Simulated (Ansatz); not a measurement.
Computed with Ansatz on PBE0-D4/def2-TZVP structures; ΔE is electronic, products minus reactants. CCSD(T)/CBS is the MP2 limit (def2-TZVPP, def2-QZVPP) plus CCSD(T) − MP2 in def2-TZVPP, frozen cores. This one scheme is used for every species. DFT in def2-TZVPP. For Br, Ge outer-core shells are correlated without core-valence functions, which leaves a few kJ/mol of doubt a bond. Scalar relativity is left out up to krypton.

`[CH3][GeH2][F]` + HBr → `[F][GeH2][Br]` + CH₄  (ligand exchange at a Ge–C bond)

Problem. Is it downhill or uphill in electronic energy at CCSD(T)/CBS, and by how much? (An estimate is asked.)

Solution. The calculation gave: Downhill: ΔE = -89.7 kJ/mol.

Problem. What do these levels give: LDA (SPW92), PBE-D4, r2SCAN-D4, PBE, revPBE, CCSD/def2-TZVPP? (Best estimate.)

Solution. Computed: LDA (SPW92) -86.8, PBE-D4 -94.3, r2SCAN-D4 -97.8, PBE -94.4, revPBE -95.9, CCSD/def2-TZVPP -88.9 kJ/mol.

Largest T1 diagnostic among the species: 0.011.

In def2-TZVPP, CCSD(T) changes the Hartree–Fock value by +16.0 kJ/mol (the triples alone add +0.3 kJ/mol) and MP2 by +12.5 kJ/mol. Leaving LDA and LC-ωPBE aside and taking each functional with its dispersion term where it has one, the values, not all of them listed here, spread over 7.4 kJ/mol, from BHLYP-D4 to CAM-B3LYP-D4. LDA lies +7.6 kJ/mol from PBE without D4.
